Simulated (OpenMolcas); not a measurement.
**3d7 along the 25-electron sequence**

| Item | Value |
| --- | --- |
| Program | OpenMolcas |
| Method | CASSCF |
| Basis | ANO-RCC-VQZP |
| Scalar Hamiltonian | DKH2, point nucleus |
| Spin-orbit coupling | RASSI with atomic mean-field integrals over the reference wave functions, term energies averaged over their components |

Active space for each ion: 7 electrons in 5 orbitals (3d).

Computed levels in cm-1 above 4F 9/2:

```csv
Level,Co2+,Ni3+,Cu4+
4F 7/2,821,1154,1543
4F 5/2,1429,1999,2659
4F 3/2,1849,2577,3418
4P 5/2,19399,22197,24924
2G 9/2,19416,22296,25115
4P 3/2,19691,22561,25349
4P 1/2,20066,23117,26131
2G 7/2,20197,23405,26611
2P 3/2,25659,29402,33058
weight of 4F in the lowest level (%),100,100,100
```

Measured, with the error of the calculation in %. Measured levels: Co2+ from Sugar and Corliss, J. Phys. Chem. Ref. Data 10, 1097 (1981); Ni3+ from Corliss and Sugar, J. Phys. Chem. Ref. Data 10, 197 (1981); Cu4+ from Sugar and Musgrove, J. Phys. Chem. Ref. Data 19, 527 (1990).

```tsv
Level	Co2+	Ni3+	Cu4+
4F 7/2	841 (-2.4)	1190 (-3.0)	1616 (-4.5)
4F 5/2	1451 (-1.5)	2042 (-2.2)	2759 (-3.6)
4F 3/2	1867 (-1.0)	2621 (-1.7)	3528 (-3.1)
4P 5/2	15202 (+27.6)	18119 (+22.5)	20827 (+19.7)
2G 9/2	16978 (+14.4)	19830 (+12.4)	22575 (+11.2)
4P 3/2	15428 (+27.6)	18367 (+22.8)	21066 (+20.3)
4P 1/2	15811 (+26.9)	18958 (+21.9)	21935 (+19.1)
2G 7/2	17766 (+13.7)	20948 (+11.7)	24100 (+10.4)
2P 3/2	20195 (+27.1)	23649 (+24.3)	27016 (+22.4)
```

The fine-structure level 4F 3/2 changes by a factor of 1.85 from Co2+ to Cu4+. Its fourth root runs 6.56, 7.12, 7.65, with steps per unit of Z of 0.57, 0.52; equal steps would mean a (Z - σ)^4 law with constant σ.

4P 5/2 changes by a factor of 1.28 over the same range, with steps per unit of Z of +2800, +2730 cm-1.

Without dynamic correlation excited terms often stand tens of per cent too high (terms of higher spin than the ground term too low), and those without a measured partner can miss by more than the paired ones. Computed and measured levels are paired by configuration, term and J; levels that our copy of the source lacks, or whose pairing is in doubt (as where it misses far off the trend of its configuration), stay unpaired and out of the deviations. Only configurations of the active space appear.
